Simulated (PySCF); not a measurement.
HgI: input and log

State: ²Σ⁺ (doublet), unpaired electrons σ ↑.

An equivalent input (the run itself took its basis sets from the Basis Set Exchange, started from a PBE0 density and held the occupation σ 9α 8β, πx 5α 5β, πy 5α 5β, δx 2α 2β, δy 2α 2β):

```python
from pyscf import gto, dft, mp
mol = gto.M(atom='Hg 0 0 0; I 0 0 2.846', basis={'Hg': 'def2-SVP', 'I': 'def2-SVP'}, ecp={'Hg': 'def2-SVP', 'I': 'def2-SVP'},
            charge=0, spin=1, verbose=4, symmetry='C2v')
mf = dft.UKS(mol, xc='0.53*HF + 0.47*B88, 0.73*LYP')
mf.grids.atom_grid = (80, 434)
mf.grids.prune = dft.gen_grid.treutler_prune
mf.irrep_nelec = {'A1': (11, 10), 'A2': (2, 2), 'B1': (5, 5), 'B2': (5, 5)}
mf.conv_tol = 1e-9
mf.max_cycle = 60
mf.diis_space = 10
mf.kernel()
pt = mp.MP2(mf, frozen=4).run()
e_total = mf.e_tot + 0.27*pt.e_corr
```

The log (some set-up lines and the per-cycle HOMO/LUMO lines removed):

```
******** <class 'pyscf.dft.uks_symm.SymAdaptedUKS'> ********
method = SymAdaptedUKS
damping factor = 0
level_shift factor = 0
DIIS = <class 'pyscf.scf.diis.CDIIS'>
diis_start_cycle = 1
diis_space = 10
diis_damp = 0
SCF conv_tol = 1e-09
SCF conv_tol_grad = None
SCF max_cycles = 60
number electrons alpha = 23  beta = 22
Set gradient conv threshold to 3.16228e-05
init E= -450.553074353177
cycle= 1 E= -450.554855641278  delta_E= -0.00178  |g|= 0.0104  |ddm|= 0.177
cycle= 2 E= -450.554930155181  delta_E= -7.45e-05  |g|= 0.00534  |ddm|= 0.0452
cycle= 3 E= -450.554945536274  delta_E= -1.54e-05  |g|= 0.00205  |ddm|= 0.00943
cycle= 4 E= -450.554949364834  delta_E= -3.83e-06  |g|= 0.00052  |ddm|= 0.00685
cycle= 5 E= -450.55494993914  delta_E= -5.74e-07  |g|= 0.000205  |ddm|= 0.00245
cycle= 6 E= -450.55495008609  delta_E= -1.47e-07  |g|= 9.47e-05  |ddm|= 0.00143
cycle= 7 E= -450.554950107877  delta_E= -2.18e-08  |g|= 2.91e-05  |ddm|= 0.000551
cycle= 8 E= -450.554950110905  delta_E= -3.03e-09  |g|= 1.21e-05  |ddm|= 0.000222
cycle= 9 E= -450.554950111233  delta_E= -3.28e-10  |g|= 4.76e-06  |ddm|= 7.84e-05
Extra cycle  E= -450.554950111249  delta_E= -1.56e-11  |g|= 3.53e-06  |ddm|= 1.23e-05
converged SCF energy = -450.554950111249  <S^2> = 0.76186667  2S+1 = 2.0118317
```

Repeating this along the bond gives Re = 2.875 Å and ωe = 100 cm⁻¹.

A point of this curve took 1 CPU seconds beside 0.46 for the integrals, on Intel Xeon Platinum 8259CL @ 2.50GHz (shared host).

Correlated steps freeze 4 core orbitals. Spin–orbit coupling is left out. B2PLYP dipoles, levels and charges come from its SCF part alone. The state is the lowest determinant that a PBE0 search found; another state may lie lower at other levels.
